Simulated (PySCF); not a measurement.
Telling isomers of C$_{9}$H$_{10}$Si apart by NMR

PySCF calculation with GIAO PBE0/pcSseg-1 shieldings and structure optimised with GFN2-xTB; averaged over atoms made equivalent by symmetry, fast rotation or ring inversion, one conformer, no relativistic terms, no solvent.

Shifts are taken against calculated references (same method and geometry level): TMS for $^{1}$H (σref 31.72) and $^{13}$C (σref 186.93). Where no couplings were computed, multiplicities follow the n + 1 count of equivalent neighbours, and m marks all less simple cases (inequivalent or close neighbours, rings, F or P nearby). Shifts are as computed. Against solution values, carbons near 30 ppm lie about +3 ppm off and those near 130 ppm about +5 ppm. Of 1211 compounds with measured shifts, 218 miss one by over three times the rms of a fit or turn the order of signals round; such compounds aren't used in these exercises.

(1) Tabulate the signals of `CC1=C[SiH2]c2ccccc21`, `C#Cc1ccc(C[SiH3])cc1`, `C=C1[SiH2][C@H]1c1ccccc1` and their relative energies.

(2) What is the quickest way to tell CC1=C[SiH2]c2ccccc21 from C=C1[SiH2][C@H]1c1ccccc1?

(3) What is the quickest way to tell C#Cc1ccc(C[SiH3])cc1 from C=C1[SiH2][C@H]1c1ccccc1?

(4) What is the quickest way to tell CC1=C[SiH2]c2ccccc21 from C#Cc1ccc(C[SiH3])cc1?

Answers

(1) 
| SMILES | carbon types | δC | δH | E rel. (kcal/mol) |
| --- | --- | --- | --- | --- |
| CC1=C[SiH2]c2ccccc21 | 3×C 5×CH 1×CH3 | 167.6, 155.6, 141.5, 139.8, 135.3, 132.1, 128.7, 126.4, 22.6 | 7.89 (d, 1H), 7.65 (m, 1H), 7.59 (m, 1H), 7.50 (m, 1H), 6.06 (t, 1H), 4.81 (m, 2H), 2.43 (s, 3H) | 0.0 |
| C#Cc1ccc(C[SiH3])cc1 | 3×C 5×CH 1×CH2 | 147.2, 140.1, 132.8, 122.9, 89.3, 86.3, 22.1 | 7.79 (d, 2H), 7.38 (d, 2H), 3.91 (t, 3H), 2.73 (s, 1H), 2.36 (q, 2H) | 42.7 |
| C=C1[SiH2][C@H]1c1ccccc1 | 2×C 6×CH 1×CH2 | 152.1, 150.6, 138.0, 134.0, 130.7, 129.2, 25.9 | 7.49 (m, 2H), 7.33 (m, 2H), 7.29 (t, 1H), 6.99 (m, 1H), 6.95 (m, 1H), 3.59 (m, 1H), 3.02 (m, 1H), 2.79 (m, 1H) | 46.2 |

Energies are electronic energies at PBE0/pcSseg-1 on these geometries, without zero-point or thermal terms, each for the one conformer computed, which needn't be the lowest.

(2) Count the carbon signals: 9 against 7. The first has an allylic methyl carbon (CH3) at 22.6 ppm, the second a terminal =CH2 carbon at 138.0 ppm. Their most deshielded carbons lie at 167.6 and 152.1 ppm. In the proton spectra the most deshielded non-exchanging signals are 7.89 (d, 1H) and 7.49 (m, 2H).

(3) Both give the same number of carbon signals, but DEPT or the intensities differ. The first has an alkyne carbon (C) at 89.3 ppm, the second a terminal =CH2 carbon at 138.0 ppm. Their most deshielded carbons lie at 147.2 and 152.1 ppm.

(4) Count the carbon signals: 9 against 7. The first has an allylic methyl carbon (CH3) at 22.6 ppm, the second an sp3 CH2 bonded to Si, on an aromatic ring at 22.1 ppm. Their most deshielded carbons lie at 167.6 and 147.2 ppm.
